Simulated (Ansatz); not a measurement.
Start from `FB1CO1` and change one atom or group to get `FB1OC1[SiH2]Cl`.

Ansatz, PBE0-D4/def2-TZVP geometries, multiplicity 1. Each molecule was computed in one conformer, which needn't be the lowest.

```csv
property,`FB1CO1`
HOMO energy (PBE/def2-TZVPP) / eV,-7.16
HOMO–LUMO gap (B3LYP/def2-TZVPP) / eV,8.62
HOMO–LUMO gap (ωB97M-V/def2-TZVPP) / eV,12.89
HOMO energy (ωB97M-V/def2-TZVPP) / eV,-10.99
LUMO energy (PBE0/def2-TZVPP) / eV,0.54
size of the dipole moment (ωB97M-V/def2-TZVPP) / D,1.64
```

(1) Give the same properties after the change, and the shifts. (An estimate is asked.)

Answers

(1) The calculation gave: 
| property | `FB1OC1[SiH2]Cl` | shift |
| --- | --- | --- |
| HOMO energy (PBE/def2-TZVPP) / eV | -7.20 | -0.04 |
| HOMO–LUMO gap (B3LYP/def2-TZVPP) / eV | 7.67 | -0.95 |
| HOMO–LUMO gap (ωB97M-V/def2-TZVPP) / eV | 12.27 | -0.62 |
| HOMO energy (ωB97M-V/def2-TZVPP) / eV | -10.87 | 0.12 |
| LUMO energy (PBE0/def2-TZVPP) / eV | -0.49 | -1.03 |
| size of the dipole moment (ωB97M-V/def2-TZVPP) / D | 1.80 | 0.16 |

Dipoles are sizes alone; their direction can turn.

B3LYP here is the variant with VWN-RPA as its local correlation; programs differ in this.
